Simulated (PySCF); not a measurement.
TiI3, SMILES [I][Ti+]([I])[I], charge +1, multiplicity 1.

The structure is a stationary point at r2SCAN-D4/def2-SVP. The spin state was assumed, not searched. The isomer is the one that the SMILES or the coordinates give; other isomers of the formula were not compared. The def2 effective core potentials stand for the cores of I; spin–orbit coupling is left out.

All values below come from TDDFT-B3LYP/def2-SVPD (PySCF).

Vertical excitations; the highest root listed may be one member of a degenerate set.  State labels are in the subgroup Cs.

Computed UV-visible absorptions:
```
state  symmetry  energy (eV)  λ (nm)      f                                                                    main pairs
-----  --------  -----------  ------  -----  ----------------------------------------------------------------------------
S1           A"         1.80     688  0.000                                                               HOMO→LUMO 100 %
S2           A'         2.04     607  0.001                                                  HOMO→LUMO+1 (degenerate set)
S3           A"         2.04     607  0.001                                                  HOMO→LUMO+2 (degenerate set)
S4           A"         2.30     539  0.005                                                  HOMO−1→LUMO (degenerate set)
S5           A'         2.30     539  0.005                                                  HOMO−2→LUMO (degenerate set)
S6           A"         2.53     491  0.000                                        HOMO−2→LUMO+1 48 %, HOMO−1→LUMO+2 48 %
S7           A"         2.61     475  0.006                    HOMO−1→LUMO+2, HOMO−2→LUMO+1, HOMO→LUMO+3 (degenerate set)
S8           A'         2.61     475  0.006                    HOMO−1→LUMO+1, HOMO−2→LUMO+2, HOMO→LUMO+4 (degenerate set)
S9           A'         2.66     466  0.005                      HOMO−2→LUMO+2 34 %, HOMO−1→LUMO+1 34 %, HOMO−3→LUMO 28 %
S10          A"         2.82     439  0.000                                                              HOMO−5→LUMO 83 %
T1           A"         1.76     705      0                                                                HOMO→LUMO 99 %
T2           A"         1.91     650      0                                                  HOMO→LUMO+2 (degenerate set)
T3           A'         1.91     650      0                                                  HOMO→LUMO+1 (degenerate set)
T4           A'         1.98     627      0  HOMO−2→LUMO+2 35 %, HOMO−1→LUMO+1 35 %, HOMO−5→LUMO+1 9 %, HOMO−4→LUMO+2 9 %
```
Triplets are in the Tamm–Dancoff approximation, which puts them higher than full response would, so one can lie above its singlet here.
